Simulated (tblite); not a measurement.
Compound: C2H7BrGeSi.
SMILES with atom numbers: `[Br:1][Ge@@H:2]1[CH2:3][CH2:4][SiH2:5]1` (hydrogens: H6 on Ge2; H7, H8 on C3; H9, H10 on C4; H11, H12 on Si5)

Computed with GFN2-xTB (tblite), gas phase: L-BFGS steps from a force-field or distance-geometry start until the largest atomic force falls under 0.01 eV/Å.

The end geometry, which sets the zero of energy:
```
atom  x, y, z in Å
Br1     2.9187    1.3900   -1.1486
Ge2     1.3225    0.5932    0.3474
C3      0.4132   -1.0657   -0.3717
C4     -1.0424   -0.7007   -0.0040
Si5    -0.9981    1.1968    0.2711
H6      2.2339    0.2864    1.5694
H7      0.5243   -1.1255   -1.4569
H8      0.7116   -2.0350    0.0254
H9     -1.7520   -1.0366   -0.7596
H10    -1.3244   -1.1971    0.9269
H11    -1.6480    1.7026    1.4781
H12    -1.3581    1.9911   -0.9035
```

**Question.** These geometries come from the run, each turned onto the end geometry. Order them by energy, lowest first.
A.
```
atom  x, y, z in Å
Br1     2.7183    1.3601   -1.3983
Ge2     1.3326    0.6203    0.3184
C3      0.4332   -1.1094   -0.2284
C4     -1.0501   -0.6617   -0.1564
Si5    -0.9971    1.1897    0.3480
H6      2.3916    0.4116    1.4395
H7      0.6940   -1.4594   -1.2282
H8      0.6281   -1.9437    0.4457
H9     -1.5469   -0.8072   -1.1161
H10    -1.6032   -1.2629    0.5662
H11    -1.5664    1.5180    1.6540
H12    -1.4328    2.1441   -0.6704
```
B.
```
atom  x, y, z in Å
Br1     2.9714    1.2860   -1.1951
Ge2     1.3213    0.6169    0.3058
C3      0.4223   -1.0704   -0.3548
C4     -1.0442   -0.6910   -0.0413
Si5    -1.0052    1.2009    0.2750
H6      2.2002    0.3955    1.5688
H7      0.5656   -1.1818   -1.4339
H8      0.7134   -2.0207    0.0954
H9     -1.7266   -1.0067   -0.8338
H10    -1.3748   -1.2007    0.8692
H11    -1.5997    1.6145    1.5469
H12    -1.4425    2.0571   -0.8281
```
C.
```
atom  x, y, z in Å
Br1     2.6646    1.3912   -1.3985
Ge2     1.3262    0.6064    0.3304
C3      0.4232   -1.1326   -0.2251
C4     -1.0511   -0.6701   -0.1722
Si5    -1.0003    1.1907    0.3393
H6      2.4021    0.4492    1.4530
H7      0.6883   -1.5004   -1.2149
H8      0.6099   -1.9599    0.4566
H9     -1.5231   -0.7937   -1.1476
H10    -1.6058   -1.2674    0.5507
H11    -1.5130    1.5201    1.6672
H12    -1.4199    2.1661   -0.6648
```
D.
```
atom  x, y, z in Å
Br1     2.4887    1.4747   -1.5356
Ge2     1.3497    0.5868    0.2903
C3      0.4192   -1.1475   -0.2391
C4     -1.0466   -0.6659   -0.1674
Si5    -0.8984    1.1922    0.3537
H6      2.1190    0.4668    1.6175
H7      0.6931   -1.4692   -1.2308
H8      0.6193   -1.9293    0.4770
H9     -1.5400   -0.7574   -1.1330
H10    -1.6261   -1.2283    0.5500
H11    -1.3400    1.3959    1.7132
H12    -1.2366    2.0808   -0.7218
```
E.
```
atom  x, y, z in Å
Br1     2.9435    1.3341   -1.1783
Ge2     1.3254    0.6079    0.3295
C3      0.4208   -1.0652   -0.3612
C4     -1.0410   -0.6928   -0.0290
Si5    -1.0009    1.2018    0.2729
H6      2.2150    0.3313    1.5785
H7      0.5529   -1.1571   -1.4422
H8      0.7011   -2.0240    0.0719
H9     -1.7251   -1.0191   -0.8124
H10    -1.3513   -1.2026    0.8855
H11    -1.5986    1.6736    1.5217
H12    -1.4408    2.0115   -0.8628
```

**Answer.** E (0.004 eV), B (0.008 eV), A (0.016 eV), C (0.028 eV), D (0.286 eV).

In the order of the answer:

| step | E above end (eV) | largest force (eV/Å) | rms force component (eV/Å) | rms distance from end (Å) | rms bond change (Å) | bond most changed (Å) |
| --- | --- | --- | --- | --- | --- | --- |
| 68 | 0.004 | 0.06 | 0.017 | 0.053 | 0.001 | Ge2–H6 +0.003 |
| 60 | 0.008 | 0.09 | 0.034 | 0.086 | 0.002 | C4–H9 +0.003 |
| 42 | 0.016 | 0.03 | 0.010 | 0.315 | 0.002 | C3–C4 +0.006 |
| 12 | 0.028 | 0.22 | 0.073 | 0.335 | 0.006 | Ge2–C3 +0.013 |
| 3 | 0.286 | 0.68 | 0.281 | 0.374 | 0.024 | Ge2–Si5 -0.070 |

What follows is the cost of the whole relaxation. Time: 0.61 s of wall time. Hardware: one thread of an Arm Neoverse V1, shared host with 32 logical CPUs at a one-minute load of 24.
